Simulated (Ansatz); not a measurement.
Born–Oppenheimer molecular dynamics of C₂H₈B₂Si (13 atoms, charge 0, multiplicity 1). It starts from a relaxed structure.

Computed with Ansatz 0.2.0, RKS r2SCANh-D4/STO-3G.

```
ensemble                      : NVE (velocity Verlet)
time step                     : 0.5 fs
steps asked                   : 239
starting velocities drawn for : 300 K
seed                          : 6299
```

Frames 0.5 fs apart, positions in Å.

Velocities at 60.0 fs (Å/ps):

```
B 3.17 1.90 -3.21
B -3.88 -0.75 -1.22
C 1.81 -5.46 -1.49
Si -1.19 -0.90 2.09
C 2.80 -0.72 -1.44
H -11.34 -0.13 0.73
H 4.28 19.13 11.67
H 6.19 3.65 14.13
H 9.81 18.15 5.09
H -9.26 14.39 7.12
H -19.06 1.30 -14.38
H -1.92 14.88 -12.29
H 7.05 15.08 11.93
```

```xyz
13
Properties=species:S:1:pos:R:3 time_fs=60.0 energy_less_start_eV=0.207 T=155
B 0.418 2.366 0.713
B 0.170 0.809 0.817
C -0.880 -0.341 1.232
Si 0.391 -0.938 0.063
C 0.078 -1.106 -1.728
H -0.148 2.859 -0.161
H 1.220 3.000 1.273
H -0.900 -0.719 2.243
H -1.934 -0.125 0.952
H 1.344 -1.928 0.586
H -0.406 -2.057 -1.949
H 1.046 -1.077 -2.261
H -0.533 -0.332 -2.210
13
Properties=species:S:1:pos:R:3 time_fs=60.5 energy_less_start_eV=0.189 T=167
B 0.419 2.367 0.711
B 0.168 0.809 0.817
C -0.879 -0.344 1.231
Si 0.391 -0.939 0.064
C 0.080 -1.106 -1.729
H -0.154 2.860 -0.162
H 1.222 3.010 1.279
H -0.897 -0.717 2.251
H -1.928 -0.116 0.954
H 1.339 -1.920 0.590
H -0.415 -2.056 -1.956
H 1.045 -1.070 -2.267
H -0.530 -0.324 -2.204
13
Properties=species:S:1:pos:R:3 time_fs=61.0 energy_less_start_eV=0.177 T=176
B 0.421 2.368 0.710
B 0.166 0.809 0.816
C -0.879 -0.347 1.230
Si 0.390 -0.939 0.065
C 0.081 -1.107 -1.730
H -0.161 2.862 -0.163
H 1.224 3.019 1.285
H -0.892 -0.716 2.259
H -1.921 -0.107 0.956
H 1.333 -1.911 0.593
H -0.424 -2.056 -1.964
H 1.042 -1.064 -2.273
H -0.526 -0.316 -2.196
13
Properties=species:S:1:pos:R:3 time_fs=61.5 energy_less_start_eV=0.173 T=179
B 0.423 2.368 0.708
B 0.164 0.808 0.816
C -0.878 -0.349 1.230
Si 0.390 -0.940 0.066
C 0.083 -1.107 -1.732
H -0.169 2.865 -0.165
H 1.224 3.029 1.291
H -0.887 -0.714 2.268
H -1.913 -0.099 0.958
H 1.327 -1.902 0.595
H -0.433 -2.056 -1.972
H 1.039 -1.058 -2.278
H -0.523 -0.309 -2.187
13
Properties=species:S:1:pos:R:3 time_fs=62.0 energy_less_start_eV=0.176 T=176
B 0.425 2.368 0.707
B 0.162 0.808 0.816
C -0.878 -0.351 1.229
Si 0.389 -0.940 0.068
C 0.084 -1.107 -1.734
H -0.176 2.869 -0.168
H 1.224 3.037 1.297
H -0.880 -0.712 2.275
H -1.904 -0.090 0.959
H 1.321 -1.892 0.599
H -0.440 -2.055 -1.980
H 1.036 -1.054 -2.282
H -0.519 -0.301 -2.176
13
Properties=species:S:1:pos:R:3 time_fs=62.5 energy_less_start_eV=0.186 T=170
B 0.427 2.369 0.705
B 0.160 0.808 0.816
C -0.877 -0.353 1.228
Si 0.389 -0.941 0.069
C 0.085 -1.108 -1.736
H -0.184 2.874 -0.170
H 1.222 3.044 1.302
H -0.873 -0.710 2.281
H -1.895 -0.083 0.960
H 1.315 -1.882 0.602
H -0.446 -2.052 -1.988
H 1.032 -1.050 -2.287
H -0.516 -0.294 -2.164
13
Properties=species:S:1:pos:R:3 time_fs=63.0 energy_less_start_eV=0.197 T=162
B 0.429 2.368 0.704
B 0.158 0.808 0.817
C -0.877 -0.355 1.227
Si 0.388 -0.941 0.070
C 0.086 -1.109 -1.738
H -0.191 2.880 -0.173
H 1.218 3.050 1.305
H -0.866 -0.707 2.286
H -1.888 -0.075 0.961
H 1.310 -1.873 0.606
H -0.451 -2.049 -1.996
H 1.028 -1.047 -2.291
H -0.513 -0.287 -2.151
13
Properties=species:S:1:pos:R:3 time_fs=63.5 energy_less_start_eV=0.207 T=155
B 0.431 2.368 0.703
B 0.155 0.809 0.817
C -0.877 -0.357 1.227
Si 0.388 -0.942 0.071
C 0.087 -1.109 -1.741
H -0.197 2.885 -0.175
H 1.212 3.054 1.308
H -0.858 -0.704 2.288
H -1.881 -0.068 0.961
H 1.307 -1.865 0.610
H -0.454 -2.044 -2.003
H 1.024 -1.046 -2.295
H -0.510 -0.280 -2.138
13
Properties=species:S:1:pos:R:3 time_fs=64.0 energy_less_start_eV=0.212 T=152
B 0.433 2.368 0.701
B 0.154 0.809 0.818
C -0.876 -0.359 1.227
Si 0.387 -0.942 0.072
C 0.088 -1.110 -1.744
H -0.202 2.891 -0.176
H 1.206 3.058 1.310
H -0.850 -0.699 2.288
H -1.876 -0.061 0.960
H 1.305 -1.857 0.616
H -0.456 -2.039 -2.011
H 1.021 -1.045 -2.299
H -0.508 -0.274 -2.123
13
Properties=species:S:1:pos:R:3 time_fs=64.5 energy_less_start_eV=0.212 T=152
B 0.435 2.368 0.700
B 0.152 0.809 0.819
C -0.876 -0.361 1.227
Si 0.387 -0.942 0.073
C 0.088 -1.111 -1.746
H -0.206 2.896 -0.175
H 1.197 3.059 1.311
H -0.841 -0.695 2.286
H -1.873 -0.055 0.958
H 1.304 -1.852 0.622
H -0.456 -2.032 -2.018
H 1.018 -1.045 -2.303
H -0.506 -0.267 -2.109
13
Properties=species:S:1:pos:R:3 time_fs=65.0 energy_less_start_eV=0.207 T=155
B 0.437 2.368 0.698
B 0.150 0.810 0.820
C -0.875 -0.362 1.228
Si 0.387 -0.943 0.074
C 0.089 -1.112 -1.750
H -0.208 2.901 -0.174
H 1.188 3.059 1.310
H -0.832 -0.690 2.282
H -1.872 -0.049 0.956
H 1.306 -1.848 0.630
H -0.456 -2.024 -2.026
H 1.017 -1.047 -2.307
H -0.504 -0.260 -2.094
13
Properties=species:S:1:pos:R:3 time_fs=65.5 energy_less_start_eV=0.201 T=159
B 0.439 2.368 0.697
B 0.148 0.811 0.821
C -0.875 -0.364 1.228
Si 0.386 -0.943 0.075
C 0.089 -1.112 -1.752
H -0.209 2.905 -0.171
H 1.178 3.059 1.309
H -0.824 -0.685 2.277
H -1.872 -0.044 0.954
H 1.308 -1.845 0.639
H -0.455 -2.017 -2.033
H 1.016 -1.049 -2.312
H -0.503 -0.254 -2.078
```

Of the whole run (120 fs, mean temperature of the second half 146 K): The conserved energy stayed within 0.15 meV per atom of its start (net change 0.11 meV per atom), so the integration is sound. The temperature averaged 0.49 of the 300 K drawn at the start: a run that starts near a minimum puts about half its kinetic energy into the potential. A run of 0.12 ps of so small a system gives no equilibrium averages. Limits of this set-up: minimal basis.

The run took 12 min on 1 thread of Intel(R) Xeon(R) Processor @ 2.70GHz, with other jobs on the host, peak memory 0.11 GiB.
